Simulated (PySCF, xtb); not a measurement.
Ge(OH)4 (GeH4O4), SMILES [OH][Ge]([OH])([OH])[OH].

GFN2-xTB run with xtb at its own geometry gives an orbital gap of 8.27 eV and a dipole moment of 0.03 D.

Geometry optimised at PBE0-D3(BJ)/def2-SVP. The isomer is the one that the SMILES or the coordinates give; other isomers of the formula were not compared. Other conformers were not sampled.

Q: What does PBE/def2-TZVP (PySCF) give? (The exact figures need the calculation; the answer reports its results.)

A: gap 6.14 eV (levels -7.40 and -1.26 eV), dipole 0.00 D.
